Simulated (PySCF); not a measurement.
Vertical excitations of a molecule C2H8O2Si from TDA-PBE/def2-SVPD run with PySCF, as energy in eV (oscillator strength): 5.59 (0.009), 5.84 (0.002), 6.53 (0.010), 6.72 (0.005), 6.79 (0.004), 6.94 (0.051), 7.01 (0.079), 7.30 (0.035), 7.38 (0.015), 7.48 (0.045). Lowest triplet (TDA): 5.28 eV. The structure is a stationary point at PBE0-D3(BJ)/def2-SVP. The values are those of a single conformer.

Question: Pick the molecule that these values belong to.
(A) OC[C@@H](O)[SiH3]
(B) COCO[SiH3]
(C) C[C@H](O)[SiH2]O
(D) C[Si](C)(O)O

Answer: C, C[C@H](O)[SiH2]O
